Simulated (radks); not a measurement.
Values are calculated unless marked as measured or tabulated.
These are the eigenvalues of the occupied orbitals of an atom or ion with whole-number occupations (hartree). Level of theory: Dirac Kohn-Sham, PBE, spin-unpolarised, spherical densities, point nucleus (a radial shooting solver on a logarithmic mesh with Libxc functionals).

orbital  eigenvalue
1s1/2     -46.62756
2s1/2      -3.26737
2p1/2      -2.05294
2p3/2      -2.04231
3s1/2      -0.41813

Which element is it, and in what charge state? The configuration may be excited. Open shells, if any, are shared by 2j + 1.

Answer. Z = 12, magnesium, charge +1: Mg+ in [Ne] 3s1. The list shows which subshells hold electrons but not how many an open one holds; the 1s level, -46.628 hartree, gives Z - s = 9.7 by -(Z - s)^2/2, which with screening and relativity narrows Z to a few neighbours, and the depths of the outer levels then fix element, charge and occupations together.
